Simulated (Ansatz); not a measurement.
`[CH3][Al]([SiH3])[Br]` and `[CH3][Al]([SH])[Br]` differ in one atom or group.

Ansatz, PBE0-D4/def2-TZVP geometries, multiplicity 1. Each molecule was computed in one conformer, which needn't be the lowest.

Scalar relativity is left out up to krypton.

```csv
property,`[CH3][Al]([SiH3])[Br]`
HOMO–LUMO gap (ωB97M-V/def2-TZVPP) / eV,9.48
LUMO energy (B3LYP/def2-TZVPP) / eV,-1.85
HOMO energy (PBE/def2-TZVPP) / eV,-6.38
HOMO–LUMO gap (B3LYP/def2-TZVPP) / eV,5.43
size of the dipole moment (B3LYP/def2-TZVPP) / D,1.74
size of the dipole moment (PBE/def2-TZVPP) / D,1.70
```

Question: What does the change do to each property? (An estimate is asked.)

Answer: Computed: 
```json
{"property": "HOMO–LUMO gap (ωB97M-V/def2-TZVPP) / eV", "`[CH3][Al]([SH])[Br]`": "10.88", "shift": "1.40"}
{"property": "LUMO energy (B3LYP/def2-TZVPP) / eV", "`[CH3][Al]([SH])[Br]`": "-1.00", "shift": "0.85"}
{"property": "HOMO energy (PBE/def2-TZVPP) / eV", "`[CH3][Al]([SH])[Br]`": "-6.65", "shift": "-0.27"}
{"property": "HOMO–LUMO gap (B3LYP/def2-TZVPP) / eV", "`[CH3][Al]([SH])[Br]`": "6.58", "shift": "1.15"}
{"property": "size of the dipole moment (B3LYP/def2-TZVPP) / D", "`[CH3][Al]([SH])[Br]`": "2.50", "shift": "0.76"}
{"property": "size of the dipole moment (PBE/def2-TZVPP) / D", "`[CH3][Al]([SH])[Br]`": "2.45", "shift": "0.75"}
```

With PBE0 the HOMO falls by 0.37 eV and the LUMO rises by 0.86 eV, so the gap widens by about 1.23 eV. PBE moves the HOMO by -0.27 eV and ωB97M-V by -0.54 eV. Dipoles are sizes alone; their direction can turn.

B3LYP here is the variant with VWN-RPA as its local correlation; programs differ in this.

Spin–orbit coupling is left out; it splits and shifts lone-pair levels of the heavy atoms by tenths of an eV.
